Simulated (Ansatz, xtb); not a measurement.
**Relative energy of two isomers of C6H7BF2**

Structure X: `FB(F)[C@@H]1[C@H]2C=CC[C@H]21`, a singlet. Structure Y: `CC1=CC=C[C@@H]1B(F)F`, a singlet. Both are isolated molecules in the gas phase, relaxed with PBE0-D3(BJ)/def2-SVP; the shapes shown needn't be the lowest conformers.

X (Å):

```yaml
atoms:
  - { symbol: C, position_ang: [0.0870, 2.4114, 0.5600] }
  - { symbol: C, position_ang: [-0.4057, 1.0954, -0.0545] }
  - { symbol: C, position_ang: [-1.0064, 1.2418, -1.4076] }
  - { symbol: C, position_ang: [-0.0983, 1.6728, -2.2934] }
  - { symbol: C, position_ang: [1.2674, 1.8088, -1.6729] }
  - { symbol: C, position_ang: [1.0268, 1.4956, -0.2048] }
  - { symbol: B, position_ang: [0.2303, 2.4714, 2.0892] }
  - { symbol: F, position_ang: [0.6008, 1.4020, 2.7823] }
  - { symbol: F, position_ang: [-0.0104, 3.5685, 2.7882] }
  - { symbol: H, position_ang: [-0.2408, 3.3192, 0.0436] }
  - { symbol: H, position_ang: [-0.7252, 0.2976, 0.6212] }
  - { symbol: H, position_ang: [-2.0611, 1.0542, -1.6191] }
  - { symbol: H, position_ang: [-0.3056, 1.9199, -3.3371] }
  - { symbol: H, position_ang: [1.9779, 1.0885, -2.1162] }
  - { symbol: H, position_ang: [1.7051, 2.8099, -1.8305] }
  - { symbol: H, position_ang: [1.8083, 0.9906, 0.3676] }
```

Y (Å):

| atom | x (Å) | y (Å) | z (Å) |
| --- | --- | --- | --- |
| C | 0.6402 | 2.5908 | -2.2279 |
| C | 0.1556 | 2.3500 | -0.8411 |
| C | 0.0544 | 3.2420 | 0.1793 |
| C | -0.4234 | 2.5704 | 1.3736 |
| C | -0.6324 | 1.2581 | 1.1017 |
| C | -0.2209 | 1.0029 | -0.3215 |
| B | 1.0231 | 0.0703 | -0.0805 |
| F | 0.8649 | -1.2341 | 0.0779 |
| F | 2.2572 | 0.5304 | -0.0051 |
| H | -0.0817 | 2.2319 | -2.9800 |
| H | 1.5896 | 2.0605 | -2.4153 |
| H | 0.8151 | 3.6606 | -2.4075 |
| H | 0.3064 | 4.3024 | 0.1183 |
| H | -0.5967 | 3.0562 | 2.3354 |
| H | -1.0094 | 0.4926 | 1.7805 |
| H | -0.9704 | 0.4555 | -0.9177 |

Estimate which is lower in electronic energy at CCSD(T)/def2-SVP + ΔMP2/def2-TZVPP, and by roughly how much.

The CCSD(T)/def2-SVP + ΔMP2/def2-TZVPP calculation puts structure Y lower, by 9.5 kcal/mol.

The same difference at several levels:

```json
{"level": "GFN2-xTB", "geometry": "GFN2-xTB", "E(Y) − E(X) (kcal/mol)": "−0.6", "departure from the last row (kcal/mol)": "+8.9", "job, with rough time for the two": "optimisation, 0.43 s"}
{"level": "HF/STO-3G", "geometry": "GFN2-xTB", "E(Y) − E(X) (kcal/mol)": "−0.6", "departure from the last row (kcal/mol)": "+8.8", "job, with rough time for the two": "single point, 0.5 s"}
{"level": "r2SCAN-D4/def2-SVP", "geometry": "GFN2-xTB", "E(Y) − E(X) (kcal/mol)": "−8.8", "departure from the last row (kcal/mol)": "+0.7", "job, with rough time for the two": "single point, 5.1 s"}
{"level": "PBE0-D3(BJ)/def2-SVP", "geometry": "PBE0-D3(BJ)/def2-SVP", "E(Y) − E(X) (kcal/mol)": "−7.2", "departure from the last row (kcal/mol)": "+2.2", "job, with rough time for the two": "optimisation, 71 s"}
{"level": "HF/def2-SVP", "geometry": "PBE0-D3(BJ)/def2-SVP", "E(Y) − E(X) (kcal/mol)": "−8.2", "departure from the last row (kcal/mol)": "+1.2", "job, with rough time for the two": "part of the CCSD(T) run"}
{"level": "MP2/def2-SVP", "geometry": "PBE0-D3(BJ)/def2-SVP", "E(Y) − E(X) (kcal/mol)": "−8.3", "departure from the last row (kcal/mol)": "+1.1", "job, with rough time for the two": "part of the CCSD(T) run"}
{"level": "CCSD(T)/def2-SVP", "geometry": "PBE0-D3(BJ)/def2-SVP", "E(Y) − E(X) (kcal/mol)": "−8.8", "departure from the last row (kcal/mol)": "+0.7", "job, with rough time for the two": "single point"}
{"level": "CCSD(T)/def2-SVP + ΔMP2/def2-TZVPP", "geometry": "PBE0-D3(BJ)/def2-SVP", "E(Y) − E(X) (kcal/mol)": "−9.5", "departure from the last row (kcal/mol)": "", "job, with rough time for the two": "single point, 2.8 min"}
```

As drawn, Y has 1 C=C in place of 2 C–C. Structure X has a 3-membered ring and a 5-membered ring, Y a 5-membered ring.

None of the levels shown reverses the order. The largest departure from CCSD(T)/def2-SVP + ΔMP2/def2-TZVPP is that of GFN2-xTB, 8.9 kcal/mol. The last row adds to CCSD(T) the change of the MP2 difference between the two basis sets, here −0.7 kcal/mol.

With thermal terms from frequencies at re-optimised GFN2-xTB minima (ideal gas, soft modes damped towards free rotors, one conformer each, 298.15 K, 1 atm): on the last row, ΔE + ΔZPE = −10.7, ΔH = −10.0, ΔG = −11.5 kcal/mol.

The correlated steps freeze 9 core orbitals. Programs: Ansatz 0.2.0, xtb 6.7.1; the last row on 4 threads of Arm Neoverse V1 on a shared host.
